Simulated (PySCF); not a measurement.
Run record for `C=C([SiH2]PB)C`: PBE0/6-311+G(2d,p), IEF-PCM acetonitrile, start guess huckel, full TDDFT, 3 singlets.

Method: TDDFT PBE0/6-311+G(2d,p), vertical, IEF-PCM acetonitrile (non-equilibrium linear response), core orbitals frozen in the response (PySCF 2.14.0, density-fitted response routines). Geometry: GFN2-xTB. The command runs a driver script over a list of jobs; the input below is this job's line of settings and its coordinates in Å.

Command:
```bash
OMP_NUM_THREADS=1 python probes_run.py task.json out
```

Input:
```
{"job": {"kind": "uv", "xc": "PBE0", "basis": "6-311+G(2d,p)", "solvent": "acetonitrile", "nstates": 3, "ntriplets": 0, "tda": false, "scf": {"guess": "huckel"}}, "charge": 0, "multiplicity": 1}
B      2.391197     0.357372     1.337981
P      1.712029     1.325390    -0.055414
Si     0.315105    -0.015308    -1.173642
C     -1.084188    -0.443561     0.023894
C     -1.491319    -1.689199     0.227561
C     -1.695407     0.712456     0.754088
H      1.636739    -0.132674     2.087675
H      3.539529     0.337281     1.554277
H      2.761878     1.405682    -0.944380
H     -0.165686     0.800945    -2.297046
H      0.938408    -1.243616    -1.689053
H     -1.056852    -2.524688    -0.294899
H     -2.280487    -1.928103     0.925316
H     -2.441498     0.381443     1.474179
H     -0.919599     1.271934     1.278864
H     -2.167449     1.393590     0.046672
```

**Question.** What does the run print?

**Answer.** 
```
final grid: 122408 points
cycle   1  E = -774.2528990580  dE = -9.099e-01  |g| = 2.232e+00  |ddm| = 3.863e+00
cycle   2  E = -771.9685211072  dE =  2.284e+00  |g| = 3.150e+00  |ddm| = 1.889e+01
cycle   3  E = -775.4855582677  dE = -3.517e+00  |g| = 6.934e-01  |ddm| = 1.845e+01
cycle   4  E = -775.5751824720  dE = -8.962e-02  |g| = 3.948e-01  |ddm| = 9.899e-01
cycle   5  E = -775.6146849844  dE = -3.950e-02  |g| = 1.091e-01  |ddm| = 3.847e-01
cycle   6  E = -775.6176655972  dE = -2.981e-03  |g| = 2.636e-02  |ddm| = 1.240e-01
cycle   7  E = -775.6178552687  dE = -1.897e-04  |g| = 5.297e-03  |ddm| = 3.560e-02
cycle   8  E = -775.6178626157  dE = -7.347e-06  |g| = 1.440e-03  |ddm| = 1.090e-02
cycle   9  E = -775.6178631855  dE = -5.697e-07  |g| = 3.702e-04  |ddm| = 3.642e-03
cycle  10  E = -775.6178632384  dE = -5.290e-08  |g| = 8.253e-05  |ddm| = 1.746e-03
cycle  11  E = -775.6178632409  dE = -2.569e-09  |g| = 2.560e-05  |ddm| = 3.914e-04
cycle  12  E = -775.6178632411  dE = -2.142e-10  |g| = 9.444e-06  |ddm| = 1.410e-04
converged SCF energy = -775.6178632411

Static polarisability (au): isotropic 149.615, principal 130.481 149.245 169.119

Singlet excitations
state   eV       nm        f      main configurations
  1   4.5785    270.8   0.08536   H->L 0.89
  2   4.8875    253.7   0.00813   H-1->L 0.90
  3   5.6541    219.3   0.03533   H-2->L 0.74, H-3->L 0.12, H-4->L 0.10
```

H and L stand for HOMO and LUMO; the number after each pair is its weight.

**Question.** Give S1 in cm⁻¹ and kJ/mol.

**Answer.** 4.5785 eV × 8065.54 = 36928 cm⁻¹; × 96.485 = 441.8 kJ/mol.

**Question.** Which computed singlet has the largest oscillator strength, and what do all of them sum to?

**Answer.** State 1 at 4.58 eV (271 nm), f = 0.085; the 3 states sum to 0.129.

In short: SCF converged in 12 cycles with 238 basis and 844 fitting functions; HOMO -7.29 eV, LUMO -1.73 eV; lowest singlet 4.58 eV; mean polarisability 149.6 au.

All basis functions are spherical, in the Pople sets too. One conformer (not necessarily the lowest) at the GFN2-xTB geometry, without vibrations or thermal averaging.

Time: 26 s; peak memory 1.1 GiB. Hardware: Intel Xeon 6975P-C, one thread, no GPU, shared host with 192 logical CPUs at a one-minute load of 44.

Conformer computed: `[BH2:1][PH:2][SiH2:3][C:4](=[CH2:5])[CH3:6]`: B1–P2–Si3–C4 63°, P2–Si3–C4–C5 -131°.
